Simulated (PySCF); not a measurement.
Molfile (atoms numbered from 1):
```
C2H8BNO2
     RDKit          3D

 14 13  0  0  0  0  0  0  0  0999 V2000
   -1.4722   -0.2309   -0.5068 C   0  0  0  0  0  0  0  0  0  0  0  0
   -0.1714    0.5236   -0.2314 C   0  0  1  0  0  0  0  0  0  0  0  0
   -0.4051    1.5359    0.8012 N   0  0  0  0  0  0  0  0  0  0  0  0
    1.0392   -0.4687    0.0548 B   0  0  0  0  0  0  0  0  0  0  0  0
    1.7971   -0.2694    1.1659 O   0  0  0  0  0  0  0  0  0  0  0  0
    1.3687   -1.5201   -0.7554 O   0  0  0  0  0  0  0  0  0  0  0  0
   -2.2834    0.4763   -0.7359 H   0  0  0  0  0  0  0  0  0  0  0  0
   -1.3813   -0.9332   -1.3518 H   0  0  0  0  0  0  0  0  0  0  0  0
   -1.7831   -0.8186    0.3734 H   0  0  0  0  0  0  0  0  0  0  0  0
    0.0820    1.0719   -1.1617 H   0  0  0  0  0  0  0  0  0  0  0  0
   -0.5312    1.0639    1.6972 H   0  0  0  0  0  0  0  0  0  0  0  0
    0.4458    2.0819    0.9287 H   0  0  0  0  0  0  0  0  0  0  0  0
    2.5007   -0.9253    1.2353 H   0  0  0  0  0  0  0  0  0  0  0  0
    0.7846   -1.6074   -1.5136 H   0  0  0  0  0  0  0  0  0  0  0  0
  1  2  1  0
  2  3  1  0
  2  4  1  0
  4  5  1  0
  4  6  1  0
  1  7  1  0
  1  8  1  0
  1  9  1  0
  2 10  1  6
  3 11  1  0
  3 12  1  0
  5 13  1  0
  6 14  1  0
M  END
```

Geometry: PBE0-D3(BJ)/def2-SVP; GIAO absolute shieldings from PySCF 2.14, gas phase, non-relativistic, averaged over equivalent atoms.

At CAM-B3LYP/pcSseg-1 (142 basis functions, 14 s wall time on 1 thread of an Arm Neoverse V1, shared host):
```
   atoms  σ (ppm)
      C2    146.0
      C1    161.6
      N3    224.2
      B4     66.7
   O5/O6    216.8
 H13/H14    27.68
     H10    29.47
H7/H8/H9    30.26
 H11/H12    30.98
```

Estimate the result of repeating the calculation with B97-2/pcSseg-1.

Results:


| atoms | σ at B97-2/pcSseg-1 | change |
| --- | --- | --- |
| C2 | 147.5 | +1.5 |
| C1 | 162.8 | +1.2 |
| N3 | 223.1 | -1.1 |
| B4 | 71.3 | +4.6 |
| O5/O6 | 216.6 | -0.2 |
| H13/H14 | 27.88 | +0.20 |
| H10 | 29.49 | +0.02 |
| H7/H8/H9 | 30.32 | +0.06 |
| H11/H12 | 31.05 | +0.07 |

The largest change is at B4 (boron bonded to C, 2 O). Cost: 142 basis functions, 10 s wall time on 1 thread of an Arm Neoverse V1, shared host.

A carbon bonded to boron is broadened by the quadrupolar boron nucleus and is often missing from a measured spectrum.
